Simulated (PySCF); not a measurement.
The vertical singlet excitations below were computed for one of the candidates. Method: TDDFT wB97X-D/def2-SVPD, vertical, gas phase, core orbitals frozen in the response in PySCF. Geometries: PBE0-D3(BJ)/def2-SVP, one conformer each.

```json
{"state": "S1", "ν̃ (cm⁻¹)": "40790", "f": "0.0028", "main configurations (H = HOMO, L = LUMO)": "H-1→L+1 (97%)"}
{"state": "S2", "ν̃ (cm⁻¹)": "43160", "f": "0.0000", "main configurations (H = HOMO, L = LUMO)": "H-1→L+2 (94%)"}
{"state": "S3", "ν̃ (cm⁻¹)": "44680", "f": "0.030", "main configurations (H = HOMO, L = LUMO)": "H→L+1 (40%), H-2→L+1 (39%), H-3→L+2 (18%)"}
{"state": "S4", "ν̃ (cm⁻¹)": "46720", "f": "0.512", "main configurations (H = HOMO, L = LUMO)": "H→L (97%)"}
{"state": "S5", "ν̃ (cm⁻¹)": "47180", "f": "0.0063", "main configurations (H = HOMO, L = LUMO)": "H→L+1 (56%), H-2→L+1 (34%)"}
{"state": "S6", "ν̃ (cm⁻¹)": "50680", "f": "0.045", "main configurations (H = HOMO, L = LUMO)": "H→L+2 (54%), H-3→L+1 (20%), H-2→L+2 (16%)"}
{"state": "S7", "ν̃ (cm⁻¹)": "52120", "f": "0.013", "main configurations (H = HOMO, L = LUMO)": "H-2→L (62%), H→L+2 (28%)"}
{"state": "S8", "ν̃ (cm⁻¹)": "52690", "f": "0.0098", "main configurations (H = HOMO, L = LUMO)": "H-3→L (93%)"}
{"state": "S9", "ν̃ (cm⁻¹)": "53490", "f": "0.041", "main configurations (H = HOMO, L = LUMO)": "H-2→L+2 (37%), H-2→L (28%), H-3→L+1 (18%)"}
{"state": "S10", "ν̃ (cm⁻¹)": "54570", "f": "0.0008", "main configurations (H = HOMO, L = LUMO)": "H-1→L (77%), H-5→L (15%)"}
```

Problem. Which structure fits? All have the formula C9H9N.
A. `C1(N=C)=C[C@H]2C=C[C@@H]1C=C2`
B. `C#CCC(=C)C(=C)CC#N`
C. `C=CC(=C)c1ccncc1`

Solution. C. Its S1 lies at 5.06 eV; the nearest of the others has S1 at 5.66 eV. S1 is HOMO-1→LUMO+1 (97%). Löwdin shares by element: HOMO carbon 82% or more (atoms not listed hold the other 18%); LUMO carbon 80% or more (atoms not listed hold the other 20%). At the same level the other candidates give, for their lowest levels:
- `C=NC1=C[C@H]2C=C[C@@H]1C=C2`: 4.10 eV (f 0.055); 4.97 eV (f 0.001); 5.10 eV (f 0.007); 5.69 eV (f 0.035); 5.97 eV (f 0.009); T1 3.00 eV; HOMO -7.71, LUMO 0.72 eV
- `C#CCC(=C)C(=C)CC#N`: 5.66 eV (f 0.201); 6.28 eV (f 0.006); 6.46 eV (f 0.032); 6.80 eV (f 0.003); 6.85 eV (f 0.000); T1 3.57 eV; HOMO -9.20, LUMO 0.49 eV

Conformer computed: `[CH2:1]=[CH:2][C:3](=[CH2:4])[c:5]1[cH:6][cH:7][n:8][cH:9][cH:10]1`: C1–C2–C3–C4 180°, C2–C3–C5–C6 -90°.
Triplets come from the Tamm–Dancoff approximation.
